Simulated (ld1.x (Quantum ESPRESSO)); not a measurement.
## u(r) = r·R(r): atom against pseudo-atom (nickel)

Columns: radius, all-electron u(r) and pseudo u(r) of the 4s shell (level -5.52 eV) of nickel in the configuration [Ar] 3d8 4s2 4p0; PBE, non-relativistic, RRKJ scheme, ld1.x (Quantum ESPRESSO) 7.5.

| r (bohr) | all-electron | pseudo |
| --- | --- | --- |
| 0.113 | -0.1100 | -0.0165 |
| 0.225 | -0.1211 | -0.0335 |
| 0.338 | 0.0754 | -0.0522 |
| 0.450 | 0.2260 | -0.0730 |
| 0.563 | 0.2721 | -0.0970 |
| 0.675 | 0.2329 | -0.1248 |
| 0.788 | 0.1428 | -0.1577 |
| 0.900 | 0.0315 | -0.1957 |
| 1.013 | -0.0848 | -0.2397 |
| 1.125 | -0.1938 | -0.2886 |
| 1.238 | -0.2923 | -0.3421 |
| 1.350 | -0.3764 | -0.3972 |
| 1.463 | -0.4473 | -0.4521 |
| 1.575 | -0.5045 | -0.5027 |
| 1.688 | -0.5500 | -0.5470 |
| 1.800 | -0.5844 | -0.5824 |
| 1.913 | -0.6096 | -0.6088 |
| 2.025 | -0.6264 | -0.6263 |
| 2.138 | -0.6362 | -0.6362 |
| 2.250 | -0.6399 | -0.6399 |
| 2.363 | -0.6384 | -0.6384 |
| 2.475 | -0.6327 | -0.6327 |
| 2.588 | -0.6233 | -0.6233 |
| 2.700 | -0.6110 | -0.6110 |
| 2.813 | -0.5961 | -0.5961 |
| 2.925 | -0.5796 | -0.5796 |

**Question.** How many radial nodes do the two functions have?

**Answer.** The all-electron 4s function has n − l − 1 = 3 (the table is too coarse to show those close to the nucleus); the pseudo-wave has 0, since the states of the same l below it are removed with the core.

**Question.** At about which radius was the pseudo-wave matched?

**Answer.** 2.25 bohr. The columns agree to 0.0005 from 2.02 bohr on; several derivatives are matched, so the curves merge somewhat inside the radius.

**Question.** Where does each function peak?

**Answer.** Outermost all-electron maximum near 2.25 bohr, pseudo maximum near 2.25 bohr (to the table’s step).

**Question.** Is the pseudo-wave norm-conserving?

**Answer.** Yes: the RRKJ scheme keeps the norm inside the radius equal to the all-electron one, which fixes the energy derivative of the logarithmic derivative at the level.
